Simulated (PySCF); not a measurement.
# BBr⁺: one state, many levels of theory

State: ²Σ⁺ (doublet), unpaired electrons σ ↑. Set-up: PySCF, no relativity, basis sets B pcseg-1, Br pcseg-1. De refers to B⁺ + Br in their high-spin ground configurations, without counterpoise correction. The functionals are run spin-unrestricted. A positive dipole points towards Br; it is taken about the centre of mass and depends on that origin.

```json
{"Level": "UHF", "Re (Å)": "1.754", "ωe (cm⁻¹)": "961", "De (eV)": "2.28", "μ (D)": "-4.20"}
{"Level": "UHF-MP2", "Re (Å)": "1.755", "ωe (cm⁻¹)": "977", "De (eV)": "3.04", "μ (D)": "n/a"}
{"Level": "UHF-SCS-MP2", "Re (Å)": "1.757", "ωe (cm⁻¹)": "962", "De (eV)": "2.76", "μ (D)": "n/a"}
{"Level": "UHF-CCSD", "Re (Å)": "1.761", "ωe (cm⁻¹)": "939", "De (eV)": "2.39", "μ (D)": "n/a"}
{"Level": "UHF-CCSD(T)", "Re (Å)": "1.765", "ωe (cm⁻¹)": "932", "De (eV)": "2.57", "μ (D)": "n/a"}
{"Level": "LDA", "Re (Å)": "1.754", "ωe (cm⁻¹)": "942", "De (eV)": "4.37", "μ (D)": "-3.21"}
{"Level": "PBE", "Re (Å)": "1.767", "ωe (cm⁻¹)": "921", "De (eV)": "3.88", "μ (D)": "-3.25"}
{"Level": "PBEsol", "Re (Å)": "1.762", "ωe (cm⁻¹)": "931", "De (eV)": "4.08", "μ (D)": "-3.28"}
{"Level": "r²SCAN", "Re (Å)": "1.757", "ωe (cm⁻¹)": "947", "De (eV)": "3.88", "μ (D)": "-3.51"}
{"Level": "PBE0", "Re (Å)": "1.754", "ωe (cm⁻¹)": "953", "De (eV)": "3.57", "μ (D)": "-3.47"}
{"Level": "B2PLYP", "Re (Å)": "1.761", "ωe (cm⁻¹)": "940", "De (eV)": "3.21", "μ (D)": "-3.79"}
```

The bond length runs from 1.754 Å (PBE0) to 1.767 Å (PBE). De spans 2.28 eV (UHF, mean field) to 4.37 eV (LDA, local density). Correlation at CCSD(T) changes the Hartree–Fock bond energy by +0.29 eV; the triples alone change it by +0.18 eV.

Correlated steps freeze 10 core orbitals. Correlated levels converge slowly with the basis: in double zeta they bind strong bonds too weakly, by up to about 1 eV, and carry superposition errors of some tenths. Spin–orbit coupling is left out. For an ion De counts to the pair picked by the measured ionisation energies or electron affinities, which need not be the lowest pair at this level. B2PLYP dipoles, levels and charges come from its SCF part alone. The state is the lowest determinant that a PBE0 search found; another state may lie lower at other levels.
